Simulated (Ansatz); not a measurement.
Start from `F[SiH2]O[SiH2]Cl` and change one atom or group to get `C#CO[SiH2]F`.

Ansatz, PBE0-D4/def2-TZVP geometries, multiplicity 1. Each molecule was computed in one conformer, which needn't be the lowest.

| property | `F[SiH2]O[SiH2]Cl` |
| --- | --- |
| HOMO–LUMO gap (B3LYP/def2-TZVPP) / eV | 8.76 |
| HOMO energy (B3LYP/def2-TZVPP) / eV | -8.80 |
| HOMO energy (ωB97M-V/def2-TZVPP) / eV | -11.28 |
| size of the dipole moment (B3LYP/def2-TZVPP) / D | 1.36 |
| HOMO energy (PBE/def2-TZVPP) / eV | -7.65 |
| zero-point energy (PBE0-D4/def2-TZVP) / kJ/mol | 117.5 |

(1) Give the same properties after the change, and the shifts. (Best estimate.)

Results:

(1) The calculation gave: 
| property | `C#CO[SiH2]F` | shift |
| --- | --- | --- |
| HOMO–LUMO gap (B3LYP/def2-TZVPP) / eV | 6.97 | -1.79 |
| HOMO energy (B3LYP/def2-TZVPP) / eV | -7.31 | 1.49 |
| HOMO energy (ωB97M-V/def2-TZVPP) / eV | -9.83 | 1.45 |
| size of the dipole moment (B3LYP/def2-TZVPP) / D | 1.59 | 0.23 |
| HOMO energy (PBE/def2-TZVPP) / eV | -6.26 | 1.39 |
| zero-point energy (PBE0-D4/def2-TZVP) / kJ/mol | 114.3 | -3.2 |

With PBE0 the HOMO rises by 1.49 eV and the LUMO falls by 0.26 eV, so the gap narrows by about 1.75 eV. PBE moves the HOMO by 1.39 eV and ωB97M-V by 1.45 eV. The zero-point energy changes by -3.2 kJ/mol with -3 modes. Dipoles are sizes alone; their direction can turn.

B3LYP here is the variant with VWN-RPA as its local correlation; programs differ in this.
